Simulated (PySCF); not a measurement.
H₂Be (SMILES [BeH2]), singlet, at a GFN2-xTB geometry (such geometries of metal compounds can be far from the true shape); M06/6-31G* in PySCF.

PySCF was given this input:
```python
from pyscf import gto, scf, dft

mol = gto.Mole()
mol.atom = '''
    Be    0.000000    0.000000    0.000000
    H     0.000000    0.000000    1.279391
    H    -0.000000   -0.000000   -1.279391
'''
mol.basis = '6-31g*'
mol.charge = 0
mol.spin = 0
mol.verbose = 4
mol.build()

mf = dft.RKS(mol)
mf.xc = 'm06'
mf.small_rho_cutoff = 0
mf.kernel()
mf.analyze()
```

It wrote (shortened):

```
PySCF version 2.14.0

[INPUT] verbose = 4
[INPUT] num. atoms = 3
[INPUT] num. electrons = 6
[INPUT] charge = 0
[INPUT] spin (= nelec alpha-beta = 2S) = 0
[INPUT] symmetry False subgroup None
[INPUT] Mole.unit = angstrom
[INPUT] Symbol           X                Y                Z      unit          X                Y                Z       unit  Magmom
[INPUT]  1 Be     0.000000000000   0.000000000000   0.000000000000 AA    0.000000000000   0.000000000000   0.000000000000 Bohr   0.0
[INPUT]  2 H      0.000000000000   0.000000000000   1.279391000000 AA    0.000000000000   0.000000000000   2.417698596233 Bohr   0.0
[INPUT]  3 H      0.000000000000   0.000000000000  -1.279391000000 AA    0.000000000000   0.000000000000  -2.417698596233 Bohr   0.0

nuclear repulsion = 3.51574013950387
number of shells = 10
number of NR pGTOs = 35
number of NR cGTOs = 18
basis = 6-31g*
ecp = {}

******** <class 'pyscf.dft.rks.RKS'> ********
method = RKS
initial guess = minao
damping factor = 0
level_shift factor = 0
DIIS = <class 'pyscf.scf.diis.CDIIS'>
diis_start_cycle = 1
diis_space = 8
diis_damp = 0
SCF conv_tol = 1e-09
SCF conv_tol_grad = None
SCF max_cycles = 50
direct_scf = True
direct_scf_tol = 1e-13
XC library pyscf.dft.libxc version 7.1.2
    S. Lehtola, C. Steigemann, M. J. T. Oliveira, and M. A. L. Marques,  SoftwareX 7, 1–5 (2018)
XC functionals = m06
    Y. Zhao and D. G. Truhlar,  Theor. Chem. Acc. 120, 215 (2008)
    Y. Zhao and D. G. Truhlar,  Theor. Chem. Acc. 120, 215 (2008)
radial grids:
    Treutler-Ahlrichs [JCP 102, 346 (1995); DOI:10.1063/1.469408] (M4) radial grids

becke partition: Becke, JCP 88, 2547 (1988); DOI:10.1063/1.454033
pruning grids: <function nwchem_prune>
grids dens level: 3
symmetrized grids: False
atomic radii adjust function: <function treutler_atomic_radii_adjust>
small_rho_cutoff = 0
Set gradient conv threshold to 3.16228e-05
Initial guess from minao.
tot grids = 33344
init E= -15.7203993073471
  HOMO = -0.353298508690106  LUMO = -0.0506464153964618  gap/eV = 8.23558
cycle= 1 E= -15.8943403767013  delta_E= -0.174  |g|= 0.13  |ddm|= 1.41
  HOMO = -0.31314238385866  LUMO = -0.0116053779943585  gap/eV = 8.20524
cycle= 2 E= -15.9001751565207  delta_E= -0.00583  |g|= 0.0199  |ddm|= 0.182
  HOMO = -0.327291617301984  LUMO = -0.012747427119249  gap/eV = 8.55918
cycle= 3 E= -15.900396087125  delta_E= -0.000221  |g|= 0.00518  |ddm|= 0.043
  HOMO = -0.327648827069043  LUMO = -0.0138856004388484  gap/eV = 8.53793
cycle= 4 E= -15.9004043879643  delta_E= -8.3e-06  |g|= 0.000558  |ddm|= 0.00745
  HOMO = -0.32728994533657  LUMO = -0.0137197424366966  gap/eV = 8.53268
cycle= 5 E= -15.9004044949049  delta_E= -1.07e-07  |g|= 3.91e-05  |ddm|= 0.000767
  HOMO = -0.327288046651982  LUMO = -0.0137202261505637  gap/eV = 8.53262
cycle= 6 E= -15.9004044953502  delta_E= -4.45e-10  |g|= 2.51e-06  |ddm|= 7.68e-05
  HOMO = -0.327288100148297  LUMO = -0.0137197991078776  gap/eV = 8.53263
Extra cycle  E= -15.9004044953516  delta_E= -1.46e-12  |g|= 5.02e-07  |ddm|= 2.94e-06
converged SCF energy = -15.9004044953516
**** SCF Summaries ****
Total Energy =                         -15.900404495351610
Nuclear Repulsion Energy =               3.515740139503874
One-electron Energy =                  -27.390486189930449
Two-electron Energy =                    7.974341555074966
Two-electron Coulomb Energy =           11.585981856902515
DFT Exchange-Correlation Energy =       -3.611640301827549
HOMO-LUMO gap [eV] =                     8.532628083246431
**** MO energy ****
MO #1   energy= -4.04346015392081  occ= 2
MO #2   energy= -0.357343577263668 occ= 2
MO #3   energy= -0.327288100148297 occ= 2
MO #4   energy= -0.0137197991078776 occ= 0
MO #5   energy= -0.0137197991078768 occ= 0
MO #6   energy= 0.0978183313093073 occ= 0
MO #7   energy= 0.16539569160644   occ= 0
MO #8   energy= 0.319969399966093  occ= 0
MO #9   energy= 0.321616979384582  occ= 0
MO #10  energy= 0.321616979384586  occ= 0
MO #11  energy= 0.443186815294358  occ= 0
 ** Mulliken pop on meta-lowdin orthogonal AOs  **
 ** Mulliken pop  **
pop of  0 Be 1s           1.99991
pop of  0 Be 2s           0.88205
pop of  0 Be 3s           0.00629
pop of  0 Be 2px          0.00000
pop of  0 Be 2py          0.00000
pop of  0 Be 2pz          0.09128
pop of  0 Be 3px          0.00000
pop of  0 Be 3py          0.00000
pop of  0 Be 3pz          0.05243
pop of  0 Be 3dxy         0.00000
pop of  0 Be 3dyz         0.00000
pop of  0 Be 3dz^2        0.00301
pop of  0 Be 3dxz         0.00000
pop of  0 Be 3dx2-y2      0.00000
pop of  1 H 1s            1.47605
pop of  1 H 2s            0.00647
pop of  2 H 1s            1.47605
pop of  2 H 2s            0.00647
 ** Mulliken atomic charges  **
charge of    0Be =      0.96503
charge of    1H =     -0.48252
charge of    2H =     -0.48252
Dipole moment(X, Y, Z, Debye):  0.00000,  0.00000, -0.00000
```
